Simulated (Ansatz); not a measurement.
Reaction: BAs2H4 (SMILES [B]([AsH2])[AsH2], doublet) → BAs2H4 (SMILES B([AsH2])[AsH], doublet)
Each species at its own B3LYP-D3(BJ)/def2-TZVP minimum (Ansatz, a quantum-chemistry and plane-wave program).

Property: isomerisation energy (electronic), in kcal/mol. UHF or UKS for unpaired electrons; spin-orbit terms are left out. Correlated methods leave the cores frozen (noble-gas shells, and filled d and f shells in the p block). No relativity. CBS(X,Y): correlation extrapolated as X^-3, Hartree-Fock from the larger set. A bracket is a step between two methods taken in the basis named. Double hybrids freeze cores in their MP2 part.

CCSD(T)/CBS(cc-pVTZ,cc-pVQZ) + [CCSDT(Q) - CCSD(T)]/cc-pVDZ (Ansatz) gives -27.1 kcal/mol.

Task: How far off this value is PBE/def2-TZVPD (Ansatz), in which direction, and how far these levels: r2SCAN/def2-TZVPD, B3LYP/def2-TZVPD, PBE0/def2-TZVPD, wB97M-V/def2-TZVPD, B2PLYP/def2-TZVPD, CCSD(T)/CBS(cc-pVTZ,cc-pVQZ)?

Result: PBE gives -26.0 kcal/mol, 1.1 kcal/mol above it. Differences of the others: r2SCAN/def2-TZVPD (Ansatz) 2.4; B3LYP/def2-TZVPD (Ansatz) -0.6; PBE0/def2-TZVPD (Ansatz) 1.0; wB97M-V/def2-TZVPD (Ansatz) -2.4; B2PLYP/def2-TZVPD (Ansatz) -0.7; CCSD(T)/CBS(cc-pVTZ,cc-pVQZ) (Ansatz) 0.0 kcal/mol.
